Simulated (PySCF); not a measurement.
## Simulated characterisation data

- structure optimised with GFN2-xTB
- shielding tensors at PBE0/pcSseg-1 (GIAO)
- couplings computed with B3LYP/pcJ-1 (spin–dipole term left out of most H,H and C,H couplings)
- run in PySCF
- isolated molecule, one conformer, fast rotation and ring inversion assumed for equivalent nuclei, non-relativistic Hamiltonian

Chemical shifts δ = σref − σ; $^{1}$H (σref 31.72), $^{13}$C (σref 186.93) vs TMS, all at this level. Multiplet labels drop J under 1 Hz and among equivalent protons, and merge close values. Unscaled 3J(H,H) run several per cent high. Splittings of carbon signals by F and P are missing where no couplings were computed. Where no couplings were computed, multiplicities follow the n + 1 count of equivalent neighbours, and m marks all less simple cases (inequivalent or close neighbours, rings, F or P nearby). Vicinal couplings that depend on rotamer populations or ring flexing (ring, CH–CH, X–H and H–F types) are those of the one conformer. Shifts are as computed. Against solution values, carbons near 30 ppm lie about +3 ppm off and those near 130 ppm about +5 ppm; carbons on Cl a further +6 ppm. Of 1211 compounds with measured shifts, 218 miss one by over three times the rms of a fit or turn the order of signals round; such compounds aren't used in these exercises. Carbons bonded to Cl come out too deshielded. OH and NH positions are gas-phase values without hydrogen bonding to other molecules.

Compound 1 (C5H3Cl2O2P). $^{1}$H NMR (400 MHz, computed): δ 2.50 (s, 3H). $^{13}$C{$^{1}$H} NMR (computed): δ 192.9 (C), 187.4 (C), 163.1 (C), 157.3 (C), 30.5 (CH3). Structure: `InChI=1S/C5H3Cl2O2P/c1-2(8)3-4(6)10-5(7)9-3/h1H3`.

Compound 2 (C8H4F4O). $^{1}$H NMR (400 MHz, computed): δ 8.74 (m, 1H), 8.31 (m, 1H), 8.10 (m, 1H), 8.02 (m, 1H). $^{13}$C{$^{1}$H} NMR (computed): δ 160.6 (C), 141.7 (C), 141.5 (CH), 141.3 (CH), 137.7 (CH), 133.7 (CH), 132.1 (C), 128.1 (C). Structure: SMILES O=C(F)c1ccccc1C(F)(F)F.

Compound 3 (C3H7N). $^{1}$H NMR (400 MHz, computed): δ 3.83 (m, 4H), 2.27 (m, 2H), 0.35 (br s, 1H). $^{13}$C{$^{1}$H} NMR (computed): δ 50.6 (CH2), 21.4 (CH2). Structure: SMILES C1CNC1.
